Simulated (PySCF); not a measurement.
Two species compared at the same levels of theory.

First species: C4H9Al.
Bonds: C1–C2 (double), C2–C3, C3–Al4, Al4–C5. Hydrogens: H6, H7 on C1; H8 on C2; H9, H10 on C3; H11 on Al4; H12, H13, H14 on C5.

Second species: GeH8Si2.
SMILES: `[SiH3][SiH2][GeH3]`

Levels: CAM-B3LYP/def2-SVPD for dipole moment, HOMO energy, LUMO energy, HOMO–LUMO gap, static isotropic polarisability and electronic spatial extent ⟨r²⟩ about the centre of nuclear charge; TDDFT CAM-B3LYP/def2-SVPD for lowest singlet excitation; TDA CAM-B3LYP/def2-SVPD for lowest triplet excitation (Tamm–Dancoff); ΔSCF CAM-B3LYP/def2-SVPD for vertical ionisation energy; PBE0-D3(BJ)/def2-SVP for rotational constant A and rotational constant C. Geometries: PBE0-D3(BJ)/def2-SVP. Each structure is a single optimised conformer of the isolated species, non-relativistic unless stated; the electronic structure was computed with PySCF and density fitting.

The conformers computed, where there is a choice (atom-mapped SMILES and torsion angles):
- `[CH2:1]=[CH:2][CH2:3][AlH:4][CH3:5]`: C1–C2–C3–Al4 95°, C2–C3–Al4–C5 -24°

Values for the first species:

| Quantity | Value |
| --- | --- |
| Dipole moment | 0.27 D |
| HOMO energy | -7.86 eV |
| LUMO energy | -0.12 eV |
| HOMO–LUMO gap | 7.74 eV |
| Lowest singlet excitation | 4.68 eV |
| Lowest triplet excitation (Tamm–Dancoff) | 4.01 eV |
| Static isotropic polarisability | 78.1 au |
| Vertical ionisation energy | 8.64 eV |
| Electronic spatial extent ⟨r²⟩ about the centre of nuclear charge | 720 bohr² |
| Rotational constant A | 5.892 GHz |
| Rotational constant C | 1.804 GHz |

Task: Estimate the same properties for the second species, and the change in each.

Result: 
```tsv
property	first	second	second less first
dipole moment	0.27 D	0.17 D	-0.10 D
HOMO energy	-7.86 eV	-9.19 eV	-1.33 eV
LUMO energy	-0.12 eV	0.62 eV	+0.74 eV
HOMO–LUMO gap	7.74 eV	9.81 eV	+2.07 eV
lowest singlet excitation	4.68 eV	6.93 eV	+2.25 eV
lowest triplet excitation (Tamm–Dancoff)	4.01 eV	6.02 eV	+2.01 eV
static isotropic polarisability	78.1 au	96.3 au	+18.2 au
vertical ionisation energy	8.64 eV	9.90 eV	+1.26 eV
electronic spatial extent ⟨r²⟩ about the centre of nuclear charge	720 bohr²	947 bohr²	+227 bohr²
rotational constant A	5.892 GHz	8.313 GHz	+2.421 GHz
rotational constant C	1.804 GHz	1.215 GHz	-0.589 GHz
```

On the first: The principal polarisabilities are 64.6, 75.0 and 94.8 au; their mean is the isotropic value. No computed singlet falls in the visible range (750 to 380 nm, 1.65 to 3.26 eV); S1 lies 1.42 eV above its blue end.

On the second: The 10 singlets span 6.93 to 8.02 eV, and their oscillator strengths add up to 1.13. No computed singlet falls in the visible range (750 to 380 nm, 1.65 to 3.26 eV); S1 lies 3.67 eV above its blue end. Relativistic effects, spin–orbit coupling among them, are left out although an element past zinc is present.
